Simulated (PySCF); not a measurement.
diphosphane cation (H4P2), SMILES PP (connectivity only; charge and spin as stated), charge +1, multiplicity 2. Atoms are numbered in the order given.

```xyz
6

P     -1.0571     0.1219     0.0000
P      1.0571    -0.1219     0.0000
H     -1.4674    -0.6584     1.1034
H     -1.4674    -0.6584    -1.1034
H      1.4674     0.6584     1.1034
H      1.4674     0.6584    -1.1034
```
Charge +1, spin multiplicity 2.

Geometry: PBE0-D3(BJ)/def2-TZVP. The multiplicity is an assumed one; other spin states were not compared.

All values below come from PBE/pcH-1 (PySCF).

Unrestricted Kohn–Sham, ⟨S²⟩ = 0.754. Hyperfine tensors hold the contact and dipolar terms, without spin-orbit corrections.

Computed hyperfine couplings:
```csv
nucleus,A(iso) (MHz),A(iso) (G),dipolar principal values (MHz)
31P no. 1,586.6,209.3,"-176.7, -163.2, 339.9"
31P no. 2,586.6,209.3,"-176.7, -163.2, 339.9"
1H no. 3,40.9,14.6,"-7.3, -0.5, 7.8"
1H no. 4,40.9,14.6,"-7.3, -0.5, 7.8"
1H no. 5,40.9,14.6,"-7.3, -0.5, 7.8"
1H no. 6,40.9,14.6,"-7.3, -0.5, 7.8"
```

Question: And the g tensor (effective nuclear charges for spin-orbit coupling, GIAO)? (Estimate from the structure and the level; the computed values follow.)

Answer: principal values 2.0021, 2.0075, 2.0162; isotropic 2.0086.
